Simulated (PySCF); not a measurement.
A structure optimised at PBE0-D3(BJ)/def2-SVP (Å):
```
atom  x, y, z in Å
C1    -2.1349    0.1554    0.9731
C2    -1.1605    0.6466    0.2015
C3    -0.5598   -0.0250   -0.9844
Ge4    1.2037   -0.7701   -0.5376
N5     2.1532    0.5849    0.2735
H6    -2.6031   -0.8097    0.7530
H7    -2.5012    0.7010    1.8464
H8    -0.7237    1.6186    0.4657
H9    -1.1958   -0.8439   -1.3559
H10   -0.3999    0.6903   -1.8070
H11    0.9969   -2.0257    0.3493
H12    1.9939   -1.1602   -1.8040
H13    3.1415    0.3778    0.3970
H14    1.7783    0.8501    1.1818
```

Neutral, closed shell.

Which heavy atoms are bonded, and with what formal order?

C1–C2 1.34 Å (double); C2–C3 1.49 Å (single); C3–Ge4 1.97 Å (single); Ge4–N5 1.84 Å (single). Bonds to hydrogen (Å): C1–H6 1.10; C1–H7 1.09; C2–H8 1.10; C3–H9 1.10; C3–H10 1.10; Ge4–H11 1.55; Ge4–H12 1.54; N5–H13 1.02; N5–H14 1.02.

Which species is it?

`C=C[CH2][GeH2][NH2]`, C3H9GeN.

What is the point group of this geometry?

C1 (no symmetry element, even within 0.4 Å).

Describe the place of each heavy atom.

C1: terminal =CH2 carbon; C2: alkene CH carbon; C3: sp3 carbon bound to germanium; Ge4: germanium bonded to C, N and 2 H; N5: nitrogen bonded to Ge and 2 H.

What is the arrangement about Ge4?

It has 4 neighbours (C3, N5, H11, H12) and is distorted tetrahedral (angles from 106.5° to 114.3°).

What is the arrangement about C3?

It has 4 neighbours (C2, Ge4, H9, H10) and is tetrahedral (angles from 106.6° to 111.8°).

All values are computed, not measured.
